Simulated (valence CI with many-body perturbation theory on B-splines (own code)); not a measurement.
Forbidden lines of Au XIV

Calculated by relativistic CI+MBPT: six valence electrons over a frozen Dirac-Fock core [Kr] 4d10 4f14, a basis of 9 s, 9 p, 8 d, 6 f, 3 g, 1 h functions for each j, with the one-electron correlation potential Σ1, the two-electron term Σ2, the three-electron term Σ3, Breit, model QED; selected CI, second order for the rest, scaled by the run's own slope (own B-spline code, finite nucleus).

No measured levels were compared; by estimate levels hold to about 250 cm⁻¹ or 0.2 % of their energy and the worst to 1 %, as in measured heavy ions of charge 2 to 7. Only levels of the ground parity were solved; by the run's estimate the other parity begins above the list, which can be wrong where configurations are misplaced.

Lines 1 to 7 of 7 in falling wavelength, among levels below 22.618 eV, chosen from the decays that carry over 1 % of a level's rate. Wavelengths and rates use the calculated energies, so an error of 400 cm⁻¹ moves a line at 3393 Å by 1.4 % and its rate by three times that or more. Electric multipoles are in the length gauge, E1 and E2 with the static RPA response of the core. Weak lines are less certain than strong ones. Lines between different terms over intervals too small for the method are left out, as are lines whose strength nearly cancels.

Levels are named by their leading jj configuration (3d3/2^4 stands for four electrons in 3d with j = 3/2), which in mixed levels can hold well under half, so a name can repeat and another be missing.

```json
{"λ vac (Å)": "3393", "Upper": "(5s^2 5p1/2^2 5p3/2^2) J=0", "Lower": "(5s^2 5p1/2^2 5p3/2^2) J=2", "Type": "E2", "A (s⁻¹)": "1.86e+00", "Branch %": "100.0"}
{"λ vac (Å)": "767.5", "Upper": "(5s^2 5p1/2 5p3/2^3) J=1", "Lower": "(5s^2 5p1/2^2 5p3/2^2) J=0", "Type": "M1", "A (s⁻¹)": "1.64e+04", "Branch %": "19.5"}
{"λ vac (Å)": "685.2", "Upper": "(5s^2 5p1/2 5p3/2^3) J=2", "Lower": "(5s^2 5p1/2^2 5p3/2^2) J=0", "Type": "E2", "A (s⁻¹)": "4.88e+02", "Branch %": "1.0"}
{"λ vac (Å)": "625.9", "Upper": "(5s^2 5p1/2 5p3/2^3) J=1", "Lower": "(5s^2 5p1/2^2 5p3/2^2) J=2", "Type": "M1", "A (s⁻¹)": "6.54e+04", "Branch %": "77.9"}
{"λ vac (Å)": "625.9", "Upper": "(5s^2 5p1/2 5p3/2^3) J=1", "Lower": "(5s^2 5p1/2^2 5p3/2^2) J=2", "Type": "E2", "A (s⁻¹)": "2.15e+03", "Branch %": "2.6"}
{"λ vac (Å)": "570.1", "Upper": "(5s^2 5p1/2 5p3/2^3) J=2", "Lower": "(5s^2 5p1/2^2 5p3/2^2) J=2", "Type": "M1", "A (s⁻¹)": "4.32e+04", "Branch %": "90.6"}
{"λ vac (Å)": "570.1", "Upper": "(5s^2 5p1/2 5p3/2^3) J=2", "Lower": "(5s^2 5p1/2^2 5p3/2^2) J=2", "Type": "E2", "A (s⁻¹)": "3.98e+03", "Branch %": "8.3"}
```
